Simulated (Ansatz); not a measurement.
A nudged elastic band was laid between two geometries of CH4OSSi (8 atoms, charge 0, multiplicity 1).

The calculation used Ansatz 0.2.0, RKS B3LYP-D4/def2-SVP.

```json
{
  "movable images": "7",
  "climbing image": "yes",
  "spring": "5.0 eV/Å²",
  "optimiser": "quadratic models (default)",
  "start path": "through a guess of the saddle point",
  "force threshold": "0.05 eV/Å",
  "iteration limit": "60",
  "end points": "relaxed"
}
```

Image 0:

```xyz
8
Properties=species:S:1:pos:R:3
O -1.245 1.332 0.342
C -1.030 1.071 -0.813
S 0.126 -0.163 -1.391
Si 0.796 -0.827 0.586
H -1.542 1.581 -1.662
H -0.341 -1.389 1.357
H 1.785 -1.892 0.267
H 1.451 0.288 1.314
```

Image 8:

```xyz
8
Properties=species:S:1:pos:R:3
O -1.421 1.842 1.139
C -1.974 2.363 0.301
S 0.398 0.261 -1.610
Si 0.745 -0.766 0.262
H -0.269 -0.766 -2.189
H -0.533 -1.169 0.915
H 1.586 -1.982 0.070
H 1.468 0.217 1.111
```

Q: What changes between the two ends?

A: Bonds broken: C2–S3, C2–H5. Bonds formed: S3–H5. CH4OSSi becomes CO + H4SSi.

Q: What energy profile does the band end with?

A: The forces met the threshold. The highest image is number 3 of 0 to 8, 52.8 kcal/mol above the first end and 43.2 kcal/mol above the last; the last end lies 9.6 kcal/mol above the first. The profile has 3 maxima (images 3, 5, 7) with wells between them (images 4, 6): this band takes more than one step, which may be the mechanism or a detour left from its start path. Neighbouring images differ by up to 1.9 eV, so the band resolves the path poorly. A vibrational analysis at the climbing image gives one clearly imaginary mode, 1287i cm⁻¹: a first-order saddle point. The orbitals stay closed-shell, which can raise the energy where a bond breaks towards radicals; this wasn't checked here.

| image | path coordinate (Å) | energy (kcal/mol) | C2–S3 (Å) | C2–H5 (Å) | S3–H5 (Å) |
| --- | --- | --- | --- | --- | --- |
| 0 | 0.00 | 0.0 | 1.79 | 1.11 | 2.43 |
| 1 | 0.82 | 1.8 | 1.80 | 1.12 | 2.41 |
| 2 | 1.64 | 8.9 | 1.85 | 1.10 | 2.37 |
| 3 | 2.46 | 52.8 | 2.44 | 1.14 | 1.94 |
| 4 | 3.84 | 10.0 | 3.31 | 2.70 | 1.35 |
| 5 | 5.22 | 10.4 | 3.74 | 2.52 | 1.35 |
| 6 | 6.58 | 9.8 | 3.77 | 2.60 | 1.35 |
| 7 | 7.94 | 10.5 | 3.45 | 3.50 | 1.35 |
| 8 | 9.30 | 9.6 | 3.70 | 4.35 | 1.35 |

Q: What is the geometry of the highest image?

A: 
```xyz
8
Properties=species:S:1:pos:R:3:forces:R:3
O -1.772 1.716 0.397 -0.01 0.01 -0.01
C -1.557 1.210 -0.607 0.01 -0.02 0.02
S 0.687 0.528 -1.268 0.00 0.00 0.00
Si 0.939 -0.758 0.419 0.00 0.00 0.00
H -1.243 0.544 -1.472 -0.01 0.01 -0.01
H -0.384 -0.967 1.096 0.00 0.00 0.00
H 1.456 -2.096 0.010 0.00 0.00 0.00
H 1.874 -0.177 1.426 0.00 0.00 0.00
```

Run time: 6.7 min on 2 threads of Arm Neoverse V1, on a shared host, peak memory 0.17 GiB.
